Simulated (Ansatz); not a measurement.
Cost and result up the ladder for Sn2O4 (6 atoms). The state is a singlet with charge 0. Geometry: r2SCAN-D4/def2-SVP.

```xyz
6

Sn   -1.4779   -1.0851   -0.1851
Sn    0.6657    0.9531    1.2394
O     0.4436   -0.1515   -1.2850
O    -0.6097   -0.6058    1.5312
O    -0.5886    0.8447   -0.8130
O     1.5669    0.0445   -0.4876
```

Ansatz on 4 threads of Arm Neoverse V2 on a shared host. Times are rough, and most runs start from the orbitals of an earlier one. No level here is sound enough to serve as a yardstick. Binding counts from free atoms at the same level (Sn triplet, O triplet; other spins of the atoms weren't run), without zero-point energy or a counterpoise term.

In the def2 sets Sn takes a core potential; there is no spin–orbit coupling. Correlated methods freeze 12 core orbitals; core or outer-core shells of Sn are correlated, in sets that lack core-valence functions. The rows differ in basis, and correlated rows in double-zeta sets carry the largest basis error. The structure holds 2 bonds between oxygen atoms, so isomers without such links may lie far lower. The structure comes from a short search, and lower isomers may exist.

Run but left out: BHLYP-D4/def2-TZVP, B2PLYP/def2-TZVP, B2PLYP/def2-TZVPD (restricted singlet, unstable in another Hartree–Fock run and untested here).

Correlated methods converge slowly with the basis, most of all in double-zeta sets.

```csv
level,functions,wall time
PBE-D4/def2-SVP,108,0.85 s
PBE0-D4/def2-SVP,108,1.4 s
PBE-D4/def2-TZVP (with forces),224,2.5 s
PBE-D4/def2-TZVPD,272,3 s
CAM-B3LYP-D4/def2-TZVP,224,3.6 s
PBE0-D4/def2-TZVP,224,3.7 s
r2SCAN-D4/def2-TZVP,224,3.9 s
MP2/def2-TZVP,224,4.6 s
PBE0-D4/def2-TZVPD,272,4.7 s
RPA@PBE/def2-TZVP,224,6.5 s
CCSD(T)/def2-SVP,108,13 s
```

**Question.** Estimate what each level gives for the binding energy per atom (eV).

**Answer.** 
```tsv
level	binding energy per atom (eV)	remarks
PBE-D4/def2-SVP	3.49	restricted SCF unstable in HF
PBE0-D4/def2-SVP	3.05	restricted SCF unstable in HF
PBE-D4/def2-TZVP (with forces)	3.50	–
PBE-D4/def2-TZVPD	3.49	restricted SCF unstable in HF
CAM-B3LYP-D4/def2-TZVP	3.14	restricted SCF unstable in HF
PBE0-D4/def2-TZVP	3.09	restricted SCF unstable in HF
r2SCAN-D4/def2-TZVP	3.23	restricted SCF unstable in HF
MP2/def2-TZVP	3.22	restricted SCF unstable
PBE0-D4/def2-TZVPD	3.09	restricted SCF unstable in HF
RPA@PBE/def2-TZVP	2.79	–
CCSD(T)/def2-SVP	2.71	large T1 (0.023), restricted SCF unstable
```
